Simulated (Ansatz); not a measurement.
Results of the Gaussian-basis code of Ansatz.

A structure relaxed at PBE0-D4/def2-TZVP, charge 0, multiplicity 1:

```xyz
16

C     1.435   -1.864    0.301
Si   -0.030   -1.122   -0.589
N    -0.373    0.488   -0.059
C    -0.848    0.658    1.312
Si   -0.380    1.894   -1.056
H     1.604   -2.889   -0.042
H     1.274   -1.900    1.381
H     2.340   -1.284    0.110
H    -1.213   -2.000   -0.347
H     0.231   -1.057   -2.051
H    -0.489   -0.149    1.958
H    -1.943    0.668    1.374
H    -0.478    1.595    1.743
H    -1.758    2.410   -1.302
H     0.373    2.989   -0.379
H     0.255    1.563   -2.355
```

Question: Give its formula and SMILES.

Answer: C2H11NSi2, `C[SiH2]N(C)[SiH3]`.

Question: Point group (tolerance 0.08 Å, 0.16 Å for H)?

Answer: C1.

Question: Summarise the bond lengths by kind.

Answer: 1 × C–Si 1.867 Å; 6 × C–H 1.092 to 1.097 Å; 2 × N–Si 1.724 to 1.730 Å; 5 × H–Si 1.483 to 1.493 Å; 1 × C–N 1.461 Å.
